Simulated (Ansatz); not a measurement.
```yaml
crystal:
  periodic: [false, false, false]
  atoms:
    - {symbol: C, position_ang: [-0.902698, 0.630444, -0.453990]}
    - {symbol: C, position_ang: [0.442072, -0.476910, -0.382355]}
    - {symbol: Ge, position_ang: [1.492355, -0.498247, 1.648452]}
    - {symbol: H, position_ang: [-1.242974, 0.235705, -1.358114]}
    - {symbol: H, position_ang: [0.051281, 1.722597, -0.633454]}
    - {symbol: H, position_ang: [-1.086702, 1.025027, 0.166153]}
    - {symbol: H, position_ang: [0.806708, -1.042291, -1.067565]}
    - {symbol: H, position_ang: [-0.222158, -1.681506, -0.034498]}
    - {symbol: H, position_ang: [0.416759, 0.164183, 2.203858]}
basis:
  gaussian: {orbitals: def2-TZVPPP}
magnetization: {spin_polarized: true, initial_magnetization: 2}
hamiltonian: {xc: {name: SPW92}}
output: {forces: true}
```

```sh
$ ansatz run in.yaml --threads 4 --pin off --events-out ev --progress --plain --max-ram 10444MiB
```

Task: How does Ansatz answer? (Best estimate.)

Result: Ansatz gave: The input was rejected before any iteration.
```
Error: <dir> can't be read: No such file or directory (os error 2)
```
